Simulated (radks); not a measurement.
Er3.125+, configuration [Kr] 4d10 4f11 5s1.875 5p6 (fractional occupations, a model configuration). All-electron calculation, Dirac Kohn-Sham, PBE, spin-unpolarised, spherical densities, finite nucleus; open shells fill j = l - 1/2 first; Fermi nuclear charge, rms radius 5.2516 fm. Program: a radial shooting solver on a logarithmic mesh with Libxc functionals. Some entries of the table are withheld. Estimate them.

orbital   occ.  eigenvalue (eV)  <1/r> (bohr^-1)  r(max) (bohr)
1s1/2        2        -57328.69            77.54        0.01286
2s1/2        2        -9655.099            18.65        0.07342
2p1/2        2        -9198.872              (1)            (2)
2p3/2        4        -8282.062              (3)            (4)
3s1/2        2        -2191.032            6.825         0.2074
3p1/2        2        -1990.607            6.741         0.1950
3p3/2        4        -1798.068            6.110         0.2080
3d3/2        4        -1454.921            5.995         0.1642
3d5/2        6        -1412.847            5.840         0.1679
4s1/2        2        -460.6417            2.857         0.4742
4p1/2        2        -380.4763              (5)         0.4764
4p3/2        4        -337.0570              (6)         0.5040
4d3/2        4        -204.9970            2.311         0.5066
4d5/2        6        -197.0856            2.257         0.5155
5s1/2    1.875         -83.7888            1.088          1.103
5p1/2        2         -61.4037           0.9671          1.197
5p3/2        4         -55.4858           0.8940          1.277
4f5/2        6         -38.0242              (7)         0.5034
4f7/2        5         -36.8658              (8)         0.5085

Answer. 
(1) 2p1/2 <1/r> (bohr^-1): 18.62
(2) 2p1/2 r(max) (bohr): 0.05512
(3) 2p3/2 <1/r> (bohr^-1): 16.15
(4) 2p3/2 r(max) (bohr): 0.06134
(5) 4p1/2 <1/r> (bohr^-1): 2.748
(6) 4p3/2 <1/r> (bohr^-1): 2.531
(7) 4f5/2 <1/r> (bohr^-1): 1.722
(8) 4f7/2 <1/r> (bohr^-1): 1.697
